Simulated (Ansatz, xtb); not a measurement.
**Two isomers of CH7ClOSi3**

We compare X, `O=C[SiH2][SiH2][SiH2]Cl`, a singlet, with Y, `O=C[Si]([SiH3])([SiH3])Cl`, a singlet. Both are isolated molecules in the gas phase, relaxed with r2SCAN-D4/def2-SVP; the shapes shown needn't be the lowest conformers.

X (Å):

```xyz
13

C    -1.3722   -1.5603    2.5647
Cl   -2.7239    3.1663   -0.3900
O    -2.4211   -1.0255    2.2630
Si    0.3150   -0.9127    1.8477
Si   -0.2000    1.2605    1.1334
Si   -2.5058    1.3776    0.6905
H    -1.3944   -2.4576    3.2458
H     0.6279   -1.8243    0.7008
H     1.3921   -1.0670    2.8739
H     0.1521    2.2449    2.2038
H     0.5659    1.5971   -0.1051
H    -3.3339    1.5175    1.9154
H    -2.9880    0.2797   -0.1894
```

Y (Å):

```xyz
13

C     1.8365   -2.1339    0.6927
Cl    0.0143   -2.2134   -2.0427
O     2.3104   -1.6445    1.6934
Si    0.6460   -1.0687   -0.4030
Si   -1.2196   -0.5039    0.9031
Si    1.8536    0.7862   -1.1815
H     2.0756   -3.1950    0.3882
H    -2.1540    0.3328    0.0926
H    -0.7585    0.2651    2.0972
H    -1.9182   -1.7494    1.3400
H     3.0128    0.3196   -1.9992
H     0.9608    1.6372   -2.0235
H     2.3426    1.5715   -0.0092
```

Task: Which of the two would you expect CCSD(T)/def2-SVP + ΔMP2/def2-TZVPP electronic energies to favour?

Result: Too close to call at this level: CCSD(T)/def2-SVP + ΔMP2/def2-TZVPP gives E(Y) − E(X) = +0.014 eV.

How the difference moves with the method:

| level | geometry | E(Y) − E(X) (eV) | departure from the last row (eV) | job, with rough time for the two |
| --- | --- | --- | --- | --- |
| GFN2-xTB | GFN2-xTB | +0.057 | +0.043 | optimisation, 1.6 s |
| HF/STO-3G | GFN2-xTB | −0.182 | −0.197 | single point, 2.6 s |
| r2SCAN-D4/def2-SVP//GFN2-xTB | GFN2-xTB | −0.008 | −0.022 | single point, 14 s |
| r2SCAN-D4/def2-SVP | r2SCAN-D4/def2-SVP | +0.034 | +0.020 | optimisation, 5.5 min |
| HF/def2-SVP | r2SCAN-D4/def2-SVP | +0.042 | +0.028 | part of the CCSD(T) run |
| MP2/def2-SVP | r2SCAN-D4/def2-SVP | +0.026 | +0.012 | part of the CCSD(T) run |
| CCSD(T)/def2-SVP | r2SCAN-D4/def2-SVP | +0.038 | +0.024 | single point |
| CCSD(T)/def2-SVP + ΔMP2/def2-TZVPP | r2SCAN-D4/def2-SVP | +0.014 |  | single point, 2.9 min |

As drawn, both hold the same kinds of bond in the same numbers.

The largest departure from CCSD(T)/def2-SVP + ΔMP2/def2-TZVPP is that of HF/STO-3G, 0.197 eV. The last row adds to CCSD(T) the change of the MP2 difference between the two basis sets, here −0.024 eV.

With thermal terms from frequencies at re-optimised GFN2-xTB minima (ideal gas, soft modes damped towards free rotors, one conformer each, 298.15 K, 1 atm): on the last row, ΔE + ΔZPE = −0.030, ΔH = +0.007, ΔG = −0.098 eV.

The correlated steps freeze 22 core orbitals. Programs: Ansatz 0.2.0, xtb 6.7.1; the last row on 2 threads of AMD EPYC (Zen 3) on a shared host.
